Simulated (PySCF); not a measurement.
# One molecule, several mistakes: B2H2N

These are calculations, not measurements. They come from PySCF 2.14.0, an open-source quantum chemistry program, on an isolated molecule that a program drew, which may never have been made. The molecule is B2H2N (charge 0, doublet), drawn as the SMILES string `[BH]B=N`.

Each row is a Hartree-Fock (HF) and frozen-core CCSD(T) single point in the cc-pVDZ basis, meant for a local HF minimum. Run 1 is clean. Each other run has one planted mistake out of seven kinds, and not every kind appears here: one electron removed, one electron added, multiplicity raised by two, geometry at a saddle point, minimal basis STO-3G, one bond length entered in bohr, all coordinates scaled. The reference is restricted for singlets and unrestricted otherwise, and also for a bond in bohr. Adding or removing an electron swaps singlet and doublet. Electrons count all cores. HOMO and LUMO are orbital energies over both spins, the gradient is its largest component, and the lowest frequency (negative if imaginary) is given only where the gradient is small. Bond lengths are over the 4 bonds as drawn. T1 is the CCSD diagnostic: over 0.02 (restricted) or 0.045 (unrestricted) a single reference is doubtful.

Geometry of the clean run:
```xyz
5
B2H2N, angstrom
B    -1.5908   -0.9602   -1.1259
B    -1.7400   -0.3972    0.4345
N    -1.8834    0.0647    1.5665
H    -1.0608   -1.8887   -1.6461
H    -1.9926    0.4283    2.4757
```

| run | electrons | basis functions | <S^2> | HOMO (eV) | LUMO (eV) | gradient (hartree/bohr) | lowest frequency (cm^-1) | mean bond (Å) | longest bond (Å) | T1 | HF (hartree) | CCSD(T) (hartree) | mistake |
|---|---|---|---|---|---|---|---|---|---|---|---|---|---|
| 1 | 19 | 52 | 0.760 | -9.35 | 0.74 | 3.2e-05 | 325 | 1.2677 | 1.666 | 0.0211 | -104.91566 | -105.25016 | no fault |
| 2 | 19 | 52 | 3.775 | -7.06 | -1.11 | 2.2e-01 | - | 1.2677 | 1.666 | 0.0162 | -104.80484 | -105.09728 | multiplicity raised by two |
| 3 | 19 | 17 | 0.764 | -7.41 | 5.45 | 9.0e-02 | - | 1.2677 | 1.666 | 0.0239 | -103.53931 | -103.70726 | ? |
| 4 | 19 | 52 | 0.762 | -9.48 | 0.63 | 5.4e-02 | - | 1.3222 | 1.737 | 0.0233 | -104.90642 | -105.24815 | ? |

**Which mistake was planted in run 3, and what did it cost?**

It has 17 basis functions where the clean run has 52, with the same electrons and geometry. So the mistake is: minimal basis STO-3G. Subtracting run 1 and multiplying by 627.51 kcal/mol a hartree, the energy moved by 863.7 kcal/mol in HF and 968.2 kcal/mol in CCSD(T).

**Which mistake was planted in run 4, and what did it cost?**

The mean and the longest bond both change by the same factor, 1.043, and the gradient is no longer small. So the mistake is: all coordinates scaled. Subtracting run 1 and multiplying by 627.51 kcal/mol a hartree, the energy moved by 5.8 kcal/mol in HF and 1.3 kcal/mol in CCSD(T).

